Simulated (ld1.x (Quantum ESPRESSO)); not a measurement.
## An all-electron radial function and its pseudo partner (Te)

Columns: radius, all-electron u(r) and pseudo u(r) of the 5p shell (level -31.61 eV) of tellurium in the configuration [Ar] 3d10 4s2 4p6 4d10 5s2 5p1; PBE, scalar-relativistic, PAW scheme, ld1.x (Quantum ESPRESSO) 7.5.

| r (bohr) | all-electron | pseudo |
| --- | --- | --- |
| 0.062 | 0.1666 | 0.0230 |
| 0.125 | -0.0107 | 0.0898 |
| 0.188 | -0.2068 | 0.1904 |
| 0.250 | -0.2411 | 0.3078 |
| 0.312 | -0.1459 | 0.4267 |
| 0.375 | 0.0093 | 0.5325 |
| 0.438 | 0.1641 | 0.6091 |
| 0.500 | 0.2834 | 0.6469 |
| 0.562 | 0.3577 | 0.6443 |
| 0.625 | 0.3859 | 0.6023 |
| 0.688 | 0.3727 | 0.5275 |
| 0.750 | 0.3275 | 0.4311 |
| 0.812 | 0.2591 | 0.3218 |
| 0.875 | 0.1740 | 0.2066 |
| 0.938 | 0.0800 | 0.0935 |
| 1.000 | -0.0160 | -0.0122 |
| 1.062 | -0.1116 | -0.1111 |
| 1.125 | -0.2052 | -0.2053 |
| 1.188 | -0.2934 | -0.2934 |
| 1.250 | -0.3736 | -0.3736 |
| 1.312 | -0.4463 | -0.4463 |
| 1.375 | -0.5123 | -0.5123 |
| 1.438 | -0.5702 | -0.5702 |
| 1.500 | -0.6193 | -0.6193 |
| 1.562 | -0.6610 | -0.6610 |
| 1.625 | -0.6961 | -0.6961 |

Task: How many radial nodes do the two functions have?

Result: The all-electron 5p function has n − l − 1 = 3; the pseudo-wave has 1, since 1 lower shell of the same l stays in the valence.

Task: At about which radius was the pseudo-wave matched?

Result: 1.20 bohr. The columns agree to 0.0005 from 1.12 bohr on; several derivatives are matched, so the curves merge somewhat inside the radius.

Task: Is the pseudo-wave norm-conserving?

Result: No, it belongs to a PAW set: the norm inside the radius is not constrained, and the difference is carried by the augmentation charge.
